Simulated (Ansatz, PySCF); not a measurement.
Species: sum formula GeOCl, charge 0, multiplicity 2. It need not be the lowest isomer of its formula. 
Geometry from a B3LYP-D3(BJ)/def2-TZVP (Ansatz, a quantum-chemistry and plane-wave program) optimisation:
```
Ge
O 1 1.6769
Cl 1 2.1954 2 117.59
```
Charge 0, spin multiplicity 2.

Quantity: vertical ionisation energy (to the singlet state of charge +1; each state is the SCF solution reached for its spin; for the singlet the Hartree-Fock reference is unstable and T1 is 0.039; for the doublet T1 is 0.092), in eV. Valence correlation only, unless marked. Open shells are spin-unrestricted. No spin-orbit coupling. The frozen core is the preceding noble-gas configuration, with the filled d and f shells of earlier blocks. Non-relativistic. CBS(X,Y): correlation extrapolated as X^-3; Hartree-Fock from the larger set. [CCSD(T)-MP2]/basis is that difference in the basis named.

```json
[
 {"level": "HF/def2-SVPD", "program": "Ansatz", "vertical ionisation energy (eV)": "11.20"},
 {"level": "r2SCAN/def2-TZVPD", "program": "Ansatz", "vertical ionisation energy (eV)": "10.68"},
 {"level": "M06-2X/def2-TZVPD", "program": "PySCF", "vertical ionisation energy (eV)": "10.75"},
 {"level": "wB97M-V/def2-TZVPD", "program": "Ansatz", "vertical ionisation energy (eV)": "10.72"},
 {"level": "RI-MP2/def2-TZVPPD", "program": "Ansatz", "vertical ionisation energy (eV)": "9.48"}
]
```

**Question.** What does RI-MP2/CBS(def2-TZVPPD,def2-QZVPPD)+[CCSD(T)-MP2]/def2-TZVPPD (Ansatz) give?

**Answer.** 10.16 eV, so RI-MP2/def2-TZVPPD differs from it by -0.68 eV.
